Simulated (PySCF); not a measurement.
# Spin-rotation constants: SMILES C#CC/C=C(\C#C)C#CC, C10H8

Geometry:
```tsv
atom	x (Å)	y (Å)	z (Å)
C1	-3.842	-1.420	0.760
C2	-3.164	-0.730	0.056
C3	-2.296	0.078	-0.783
C4	-0.875	-0.367	-0.626
C5	0.116	0.428	-0.193
C6	-0.078	1.794	0.144
C7	-0.214	2.951	0.433
C8	1.446	-0.043	-0.041
C9	2.579	-0.416	0.107
C10	3.934	-0.886	0.283
H11	-4.454	-2.010	1.373
H12	-2.399	1.132	-0.507
H13	-2.611	-0.045	-1.826
H14	-0.663	-1.401	-0.861
H15	-0.341	3.961	0.686
H16	4.377	-0.422	1.164
H17	3.942	-1.968	0.410
H18	4.535	-0.629	-0.590
```

Computed with GIAO B97-2/pcSseg-1 magnetisability, rotational g tensor and spin-rotation constants, non-relativistic, gas phase in PySCF. Geometry: GFN2-xTB.

**Question.** Give the nuclear spin-rotation constants along the inertial axes (H = +C I·J) beside the isotropic shieldings.

**Answer.** Rotational constants 2.0626, 0.6498, 0.5266 GHz. A star marks the isotopologue with that one atom substituted, in its own axes.
| atom | isotope | Caa (kHz) | Cbb (kHz) | Ccc (kHz) | mean (kHz) | σ (ppm) |
| --- | --- | --- | --- | --- | --- | --- |
| H11 | 1H | -0.143 | -0.051 | -0.036 | -0.077 | 30.4 |
| H12 | 1H | -0.190 | 0.024 | -0.054 | -0.073 | 27.9 |
| H13 | 1H | -0.183 | -0.068 | 0.010 | -0.081 | 28.8 |
| H14 | 1H | -0.202 | 0.063 | -0.058 | -0.066 | 25.4 |
| H15 | 1H | -0.237 | 0.019 | -0.057 | -0.092 | 29.0 |
| H16 | 1H | -0.169 | -0.055 | -0.011 | -0.078 | 29.6 |
| H17 | 1H | -0.228 | 0.016 | -0.054 | -0.089 | 29.6 |
| H18 | 1H | -0.137 | -0.066 | -0.011 | -0.071 | 29.6 |
| C1 | 13C* | 0.441 | 0.155 | 0.118 | 0.238 | 112.9 |
| C2 | 13C* | 0.487 | 0.165 | 0.121 | 0.258 | 104.3 |
| C3 | 13C* | 0.309 | 0.104 | 0.076 | 0.163 | 162.1 |
| C4 | 13C* | 0.820 | 0.297 | 0.093 | 0.404 | 36.6 |
| C5 | 13C* | 0.669 | 0.236 | 0.083 | 0.329 | 77.1 |
| C6 | 13C* | 0.758 | 0.005 | 0.179 | 0.314 | 105.2 |
| C7 | 13C* | 0.612 | 0.088 | 0.164 | 0.288 | 97.8 |
| C8 | 13C* | 0.141 | 0.200 | 0.182 | 0.174 | 104.6 |
| C9 | 13C* | 0.276 | 0.195 | 0.177 | 0.216 | 93.1 |
| C10 | 13C* | 0.244 | 0.081 | 0.066 | 0.131 | 180.0 |

For the geometry as given, no vibrational averaging.
